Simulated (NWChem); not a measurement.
Species: CH3F3Si; SMILES FC(F)(F)[SiH3]

All runs: NWChem. All runs use the structure optimised with PBE0/def2-SVP. Level: PBE0/def2-SVP with SMD (1 M gas to 1 M solution), gas-phase geometry. Reactions with the solvent are ignored.

Q: Estimate the computed values for solvent toluene. Quantities: solvation free energy (kcal/mol); cavity-dispersion-structure term (kcal/mol); dipole in solution (D).

A: 
- solvation free energy (kcal/mol) = -0.3
- cavity-dispersion-structure term (kcal/mol) = 0.7
- dipole in solution (D) = 2.14
